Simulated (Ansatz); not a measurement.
Cost and result for the atomization energy of ClGeH$_{3}$O$_{2}$S (`[OH][Ge]([OH])([SH])[Cl]`) (8 atoms, 7 bonds).

Charge 0, multiplicity 1. Correlated methods include outer-core shells of Ge, which these sets cover unevenly. Scalar relativity is left out up to krypton. All single points use the PBE0-D4/def2-TZVP geometry. It is one conformer, not always the lowest. Program: Ansatz. All runs use 4 threads of a server CPU on a shared host. Times are those of one run each, without the atoms' runs, and a repeat can differ threefold. Electronic energies, without spin–orbit coupling; frozen cores. CCSD(T)/CBS adds CCSD(T) − MP2 in def2-TZVPP to the MP2 limit, and its time is that of the two runs behind it. T1 = 0.011. With those shells the extrapolation isn't a true limit. HSE06 is the plane-wave form, built on full-range PBE exchange.

CCSD(T)/CBS is a level of theory with its own doubt, some kJ/mol a heavy atom from the limit and from the frozen cores, so smaller differences don't rank the functionals.

```json
{"level": "LDA (SPW92)/def2-TZVPP", "functions": "236", "wall time": "1.5 s"}
{"level": "revPBE-D4/def2-TZVPP", "functions": "236", "wall time": "2.3 s"}
{"level": "BLYP-D4/def2-TZVPP", "functions": "236", "wall time": "2.5 s"}
{"level": "PBE-D4/def2-TZVPP (with forces)", "functions": "236", "wall time": "2.9 s"}
{"level": "PBE0-D4/def2-TZVPP", "functions": "236", "wall time": "4.2 s"}
{"level": "HSE06-D4/def2-TZVPP", "functions": "236", "wall time": "4.5 s"}
{"level": "CAM-B3LYP-D4/def2-TZVPP", "functions": "236", "wall time": "4.8 s"}
{"level": "r2SCAN-D4/def2-TZVPP (with forces)", "functions": "236", "wall time": "6.5 s"}
{"level": "CCSD(T)/def2-SVP", "functions": "111", "wall time": "7.5 s"}
{"level": "B97M-V/def2-TZVPP", "functions": "236", "wall time": "10 s"}
{"level": "MP2/def2-QZVPP", "functions": "433", "wall time": "23 s"}
{"level": "CCSD(T)/def2-TZVPP", "functions": "236", "wall time": "3.7 min"}
{"level": "CCSD(T)/CBS(def2)", "functions": "–", "wall time": "4.1 min"}
```

(1) What atomization energy does each give, and how far from CCSD(T)/CBS? (Estimate.)

Answers

(1) Ansatz gave: 
| level | atomization (kcal/mol) | difference from CCSD(T)/CBS | per bond |
| --- | --- | --- | --- |
| LDA (SPW92)/def2-TZVPP | 754.2 | 108.5 | 15.5 |
| revPBE-D4/def2-TZVPP | 632.4 | -13.3 | -1.9 |
| BLYP-D4/def2-TZVPP | 634.4 | -11.3 | -1.6 |
| PBE-D4/def2-TZVPP (with forces) | 653.6 | 7.9 | 1.1 |
| PBE0-D4/def2-TZVPP | 634.8 | -10.9 | -1.6 |
| HSE06-D4/def2-TZVPP | 635.4 | -10.3 | -1.5 |
| CAM-B3LYP-D4/def2-TZVPP | 635.4 | -10.3 | -1.5 |
| r2SCAN-D4/def2-TZVPP (with forces) | 645.1 | -0.6 | -0.1 |
| CCSD(T)/def2-SVP | 582.6 | -63.1 | -9.0 |
| B97M-V/def2-TZVPP | 646.6 | 0.9 | 0.1 |
| MP2/def2-QZVPP | 659.1 | 13.4 | 1.9 |
| CCSD(T)/def2-TZVPP | 625.3 | -20.4 | -2.9 |
| CCSD(T)/CBS(def2) | 645.7 | 0.0 | 0.0 |

At CCSD(T), def2-SVP lies −63.1 kcal/mol from the extrapolated value and def2-TZVPP −20.4 kcal/mol: correlation converges slowly with the basis, and small sets miss more of it in the bonded molecule than in its fragments. From BLYP to BHLYP (50 % exact exchange), in def2-TZVPP and without D4, the atomization energy moves by −25.5 kcal/mol: exact exchange takes away binding that semilocal exchange gives to molecules. The D4 term adds +8.9 kcal/mol with B3LYP and +4.7 kcal/mol with PBE0; it sums over pairs of atoms, weighted by their polarisabilities, and B3LYP, whose exchange is more repulsive, gets the larger term.

B3LYP here is the variant with VWN-RPA as its local correlation; programs differ in this.
